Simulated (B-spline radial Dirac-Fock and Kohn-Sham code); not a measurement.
Elastic scattering of 300 eV electrons by the free neon atom

Level of theory: relativistic (Dirac) partial waves in the static field of the Dirac-Fock atom with Furness-McCarthy exchange, without polarisation or absorption potentials; a radial finite-basis atomic code.

Input file task.json (cfg lists n, l and occupation; rrms is the nuclear radius in fm):

```json
{"items": [{
  "Z": 10,
  "q": 0,
  "cfg": [[1, 0, 2], [2, 0, 2], [2, 1, 6]],
  "A": 20,
  "rrms": 3.0055,
  "do": "elastic",
  "energies": [[300, 0]],
  "theta": [0, 1, 2, 3, 5, 7, 10, 15, 20, 25, 30, 40, 50, 60, 70, 80, 90, 100, 110, 120, 130, 140, 150, 160, 170, 180]
}]}
```

Command: `python xray2_run.py task.json out`

| θ (°) | dσ/dΩ (a₀²/sr) |
| --- | --- |
| 0 | 5.55 |
| 1 | 5.53 |
| 2 | 5.49 |
| 3 | 5.42 |
| 5 | 5.20 |
| 7 | 4.89 |
| 10 | 4.31 |
| 15 | 3.23 |
| 20 | 2.25 |
| 25 | 1.50 |
| 30 | 0.983 |
| 40 | 0.441 |
| 50 | 0.235 |
| 60 | 0.153 |
| 70 | 0.116 |
| 80 | 0.0990 |
| 90 | 0.0932 |
| 100 | 0.0948 |
| 110 | 0.101 |
| 120 | 0.111 |
| 130 | 0.122 |
| 140 | 0.133 |
| 150 | 0.143 |
| 160 | 0.150 |
| 170 | 0.155 |
| 180 | 0.157 |

The total elastic cross section is 3.95 a₀², the first transport cross section 1.69 a₀² and the second, weighted with (3/2) sin²θ, 1.98 a₀². The mean deflection is ⟨1 − cos θ⟩ = 0.428, and 18 % of the collisions scatter beyond 90°.

On this grid of angles the cross section has a minimum near 90°, from interference among the few low partial waves with large phase shifts.

Values without a named source are computed, but for edge energies of neutral atoms, which are taken from tables.
